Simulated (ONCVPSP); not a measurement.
# What the settings do to the ONCV potential of Sc (Z = 21)

Base potential:

scandium (Sc), optimised norm-conserving Vanderbilt (ONCV), made with ONCVPSP 4.0.1 (PBE, scalar-relativistic). Core [Ne], reference 3s2 3p6 3d1 4s2. Waves: 3s+4s: rc 1.50 bohr, ncon 4, nbas 7, qcut 8.2 1/bohr, 2 projectors; 3p: rc 1.50 bohr, ncon 4, nbas 8, qcut 8.4 1/bohr, 2 projectors, debl 2.1 Ha; 3d: rc 2.60 bohr, ncon 3, nbas 7, qcut 6.2 1/bohr, 2 projectors, debl 2.2 Ha; f scattering state at 0.15 Ha: rc 2.50 bohr, ncon 4, nbas 8, qcut 4.1 1/bohr, 2 projectors, debl 3.1 Ha. Local part: polynomial inside 1.40 bohr (lpopt 5, dvloc0 0 Ha). Core correction: Teter function, fcfact 2.75, rcfact 1.35.

Cutoffs, loose and tight: the cutoffs (Ha) at which the residual kinetic energy of the hardest occupied pseudo-wave falls to 1 and 0.1 mHa per electron. They do not see the model core or the augmentation charge, which bear on the density cutoff. Test errors are all-electron minus pseudo excitation energies from the reference, over the configurations 3s2 3p6 3d1 4s1; 3s2 3p6 3d1 4s0; 3s2 3p6 3d0 4s0; 3s2 3p6 3d1 4s0 4p2. A dash means not determined; rows that change the core or the reference have their own tests. The largest error is taken over the tests solved by every variant that gives reliable tests at all: 3s2 3p6 3d1 4s0; 3s2 3p6 3d1 4s0 4p2; 3s2 3p6 3d1 4s1.

| change | outcome | cutoff, loose | cutoff, tight | bound ghosts | GHOST(+) flags above zero | largest test error (meV) |
| --- | --- | --- | --- | --- | --- | --- |
| base | generated | 23 Ha | 28 Ha | none | f | -7.8 |
| f: rc 1.98 | generated | 23 Ha | 28 Ha | none | none | -7.8 |
| local potential polynomial inside 1.30 bohr (lpopt 5, dvloc0 2 Ha) | generated | 23 Ha | 28 Ha | none | none | -7.9 |
| core correction Teter function, fcfact 2.75, rcfact 1.22 | generated | 23 Ha | 28 Ha | none | f | -7.7 |
| local potential polynomial inside 1.40 bohr (lpopt 5, dvloc0 8 Ha) | generated | 23 Ha | 28 Ha | none | s | -8.1 |
| p: qcut 11.7 | generated | 23 Ha | 35 Ha | none | f | -7.8 |
| p: debl 2.2 | generated | 23 Ha | 28 Ha | none | f | -7.8 |

Problem. What comes out with this change to the base: d: qcut 4.2?

Solution. outcome: generated; cutoff, loose: 23 Ha; cutoff, tight: 37 Ha; bound ghosts: none; GHOST(+) flags above zero: f; largest test error (meV): -30.

Problem. What comes out with this change to the base: d: rc 3.74?

Solution. outcome: generated; cutoff, loose: 23 Ha; cutoff, tight: 28 Ha; bound ghosts: none; GHOST(+) flags above zero: f; largest test error (meV): -42.
